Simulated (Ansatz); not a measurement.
Gas-phase reaction in SMILES: [I][Cd][I] → [I][Cd][I] as doublet, charge -1 (an electron is taken up)
Structures are relaxed separately at B3LYP-D3(BJ)/def2-TZVP in Ansatz (a first-principles code). Frequencies are from Ansatz. [I][Cd][I] as doublet, charge -1: The spin state was set by rule; other spins were not relaxed. A spin state is the lowest found, not a proven ground state.

Property: adiabatic electron affinity (0 K, with B3LYP-D3(BJ) harmonic zero-point energies), positive where the reaction releases energy, in eV. Valence correlation only, unless marked. Open shells are spin-unrestricted. Spin-orbit coupling is left out. Frozen are the shells of the preceding noble gas and the d and f shells that filled before the atom's block. In def2 rows, elements after Kr have scalar-relativistic effective core potentials. STO-3G rows are all-electron and non-relativistic. Anions need diffuse functions: def2-D sets add few; the other sets have none. 

| level | program | adiabatic electron affinity (eV) |
|---|---|---|
| HF/STO-3G | Ansatz | -4.23 |
| HF/def2-SVP | Ansatz | 1.28 |
| SVWN5/def2-TZVPD | Ansatz | 1.70 |
| revPBE/def2-TZVPD | Ansatz | 1.75 |
| PBE0-D3(BJ)/def2-TZVPD | Ansatz + dftd3 | 1.68 |
| PBE0-D4/def2-TZVP | Ansatz + dftd4 | 1.66 |
| HSE06/def2-TZVPD | Ansatz | 1.68 |
| LC-wPBE-D3(BJ)/def2-TZVPD | Ansatz + dftd3 | 1.59 |
| MP2/def2-TZVPP | Ansatz | 1.48 |
